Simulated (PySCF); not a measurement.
Job file and geometry (Å, from GFN2-xTB) of an NMR shielding run on `CN[SiH2]n1cc(Cl)cc1F`, C5H8ClFN2Si, PySCF, GIAO PBE0/pcSseg-1 NMR shielding, non-relativistic, gas phase; density fitting, a coarse starting grid and PySCF grid level 2 are the driver's defaults:

```
{"job": {"kind": "nmr", "xc": "PBE0", "basis": "pcSseg-1"}, "charge": 0, "multiplicity": 1}
C      2.316078     0.973711    -0.106909
N      2.040451    -0.313496     0.499886
Si     0.871952    -1.432704    -0.061198
N     -0.636461    -0.511859    -0.047584
C     -0.965985     0.511046     0.804818
C     -2.233318     0.928430     0.522177
Cl    -3.083317     2.189235     1.308235
C     -2.736248     0.139069    -0.543773
C     -1.719067    -0.714855    -0.837272
F     -1.678891    -1.675019    -1.769337
H      1.395384     1.374103    -0.524351
H      2.687403     1.666703     0.649793
H      3.058630     0.904350    -0.907322
H      2.860163    -0.691099     0.949882
H      0.976698    -1.923936    -1.434681
H      0.806331    -2.479408     0.953570
H     -0.271270     0.857074     1.540188
H     -3.697292     0.204973    -1.007778
```

Task: Write the output of this run.

Result: 
```
coarse grid: 16848 points
cycle   1  E = -1153.4699924969  dE =  1.764e+00  |g| = 6.062e-01  |ddm| = 4.169e+00
cycle   2  E = -1153.4131623992  dE =  5.683e-02  |g| = 8.158e-01  |ddm| = 1.079e+00
cycle   3  E = -1153.5433192533  dE = -1.302e-01  |g| = 1.038e-01  |ddm| = 6.828e-01
cycle   4  E = -1153.5453782190  dE = -2.059e-03  |g| = 4.622e-02  |ddm| = 1.288e-01
cycle   5  E = -1153.5458056548  dE = -4.274e-04  |g| = 1.386e-02  |ddm| = 4.521e-02
cycle   6  E = -1153.5458438713  dE = -3.822e-05  |g| = 4.920e-03  |ddm| = 1.634e-02
cycle   7  E = -1153.5458493605  dE = -5.489e-06  |g| = 1.432e-03  |ddm| = 5.903e-03
final grid: 156280 points
cycle   8  E = -1153.6058803386  dE = -4.732e-05  |g| = 9.169e-03  |ddm| = 4.254e-02
cycle   9  E = -1153.6058663845  dE =  1.395e-05  |g| = 1.226e-02  |ddm| = 1.878e-02
cycle  10  E = -1153.6058992055  dE = -3.282e-05  |g| = 1.406e-03  |ddm| = 1.125e-02
cycle  11  E = -1153.6058995118  dE = -3.063e-07  |g| = 3.795e-04  |ddm| = 1.297e-03
cycle  12  E = -1153.6058995375  dE = -2.578e-08  |g| = 1.331e-04  |ddm| = 4.127e-04
cycle  13  E = -1153.6058995411  dE = -3.583e-09  |g| = 5.237e-05  |ddm| = 1.541e-04
cycle  14  E = -1153.6058995417  dE = -6.057e-10  |g| = 1.050e-05  |ddm| = 5.243e-05
converged SCF energy = -1153.6058995417

GIAO shielding tensors (ppm)
atom      isotropic    diamagn.    paramagn.     s11        s22        s33       span
  0 C      156.657     244.502     -87.845    132.757    150.780    186.435     53.678
  1 N      250.144     321.848     -71.704    213.990    250.772    285.670     71.681
  2 Si     390.178     881.470    -491.292    357.002    382.165    431.368     74.366
  3 N      107.558     333.597    -226.039     55.436     89.747    177.492    122.057
  4 C       73.581     248.933    -175.352     -3.345     87.995    136.093    139.438
  5 C       61.402     258.673    -197.271    -13.168     76.505    120.869    134.038
  6 Cl     812.042    1145.680    -333.638    624.412    777.283   1034.432    410.021
  7 C       89.936     254.699    -164.763     43.571     77.094    149.144    105.573
  8 C       29.303     248.045    -218.742    -30.169     52.198     65.881     96.050
  9 F      310.439     472.642    -162.204    230.059    324.322    376.936    146.877
 10 H       29.012      31.351      -2.339     23.773     30.847     32.416      8.644
 11 H       28.891      28.713       0.179     24.525     26.106     36.044     11.519
 12 H       28.943      28.094       0.848     23.575     26.585     36.668     13.092
 13 H       31.523      30.870       0.654     22.364     29.048     43.157     20.793
 14 H       26.112      30.171      -4.060     20.964     26.194     31.177     10.213
 15 H       26.497      29.557      -3.061     22.967     24.456     32.068      9.100
 16 H       25.373      32.569      -7.196     20.353     25.825     29.940      9.588
 17 H       25.922      31.058      -5.136     22.343     27.200     28.223      5.880
```

Task: Turn these shieldings into chemical shifts. δ = σ(ref) − σ, references computed at the same level: ¹³C (σ = 186.93 ppm), ²⁹Si (σ = 349.16 ppm), ¹H (σ = 31.72 ppm) vs TMS; NH3 for ¹⁵N (σ = 267.73 ppm); ³⁵Cl (σ = 949.78 ppm) vs HCl; ¹⁹F (σ = 170.95 ppm) against CFCl3.

Result: Averaging equivalent atoms: C 8: 157.6; C 5: 125.5; C 4: 113.3; C 7: 97.0; C 0: 30.3; N 3: 160.2; N 1: 17.6; Si 2: -41.0; Cl 6: 138; F 9: -139.5; H 16: 6.34; H 17: 5.80; H 14/15: 5.41; H 10/11/12: 2.77; H 13: 0.19 ppm. Unscaled 19F shifts against computed CFCl3 carry errors that often reach 10 to 50 ppm. Experimental scales use liquid or dissolved standards, which lie at an offset from isolated NH3 (liquid NH3: subtract about 20 ppm). Unscaled 15N shifts of sp2 nitrogen come out 20 to 40 ppm too high even then.

Size and cost of the density-fitted run: 224 basis functions, 50 s wall time on 1 thread of an x86-64 server CPU, shared host.
